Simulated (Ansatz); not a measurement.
Species: H7SiN3O (charge 0, singlet). SMILES: N[Si](N)(N)O
Coordinates optimised at B3LYP-D3(BJ)/def2-TZVP (Ansatz, a quantum-chemistry and plane-wave program):
```xyz
12

N     -0.8475     1.3838    -0.5632
Si    -0.0011     0.0044    -0.0139
N     -1.1967    -1.1833     0.2732
N      0.9196    -0.0129     1.4433
O      1.1050    -0.1937    -1.2296
H     -1.6142     1.7785    -0.0458
H     -0.3994     2.0570    -1.1619
H     -0.9787    -2.0404     0.7541
H     -1.9672    -1.2921    -0.3655
H      1.7672     0.5298     1.5030
H      0.4419    -0.0250     2.3311
H      1.7983    -0.8347    -1.0569
```

Wanted: vertical triplet-singlet gap, E(triplet) - E(singlet), in eV. Set-up: dispersion terms only where a functional's name holds one; open shells spin-unrestricted; six Cartesian d functions in 6-31G* and its kin unless marked 5d; frozen cores in correlated levels; non-relativistic; no spin-orbit coupling; each state is the SCF solution reached for its charge and spin. CBS marks a two-point X^-3 extrapolation of the correlation energy; Hartree-Fock from the larger set. [CCSD(T)-MP2]/basis is that difference in the basis named. First-principles rows: single points at B3LYP-D3(BJ) geometries (Ansatz). Levels can end on unlike triplets.

```
species            coefficient  E at B3LYP/6-31G* (Ansatz), Eh  E at wB97M-V/def2-TZVPD (Ansatz), Eh
-----------------  -----------  ------------------------------  ------------------------------------
charge 0, triplet           +1                      -533.07339                            -533.14205
charge 0, singlet           -1                      -533.31183                            -533.36779
```

Coupled cluster (Ansatz) is a level with limits of its own, used here on species with T1 under 0.025 (0.045 for open shells) and stable references: RI-MP2/CBS(aug-cc-pV(T+d)Z,aug-cc-pV(Q+d)Z)+[CCSD(T)-MP2]/aug-cc-pV(T+d)Z. Value to compare with, RI-MP2/CBS(aug-cc-pV(T+d)Z,aug-cc-pV(Q+d)Z)+[CCSD(T)-MP2]/aug-cc-pV(T+d)Z (Ansatz): 6.02 eV. 1 Eh = 27.2114 eV.

Question: Compute it at each level from the table, and compare with RI-MP2/CBS(aug-cc-pV(T+d)Z,aug-cc-pV(Q+d)Z)+[CCSD(T)-MP2]/aug-cc-pV(T+d)Z (Ansatz).

Answer: 
- B3LYP/6-31G*: the sum of coefficient times E is 0.23844 Eh, or 6.488 eV. Result: 6.49 eV. Its difference against RI-MP2/CBS(aug-cc-pV(T+d)Z,aug-cc-pV(Q+d)Z)+[CCSD(T)-MP2]/aug-cc-pV(T+d)Z (Ansatz) is 0.47 eV.
- wB97M-V/def2-TZVPD: the sum of coefficient times E is 0.22574 Eh, or 6.143 eV. Result: 6.14 eV. Its difference against RI-MP2/CBS(aug-cc-pV(T+d)Z,aug-cc-pV(Q+d)Z)+[CCSD(T)-MP2]/aug-cc-pV(T+d)Z (Ansatz) is 0.12 eV.
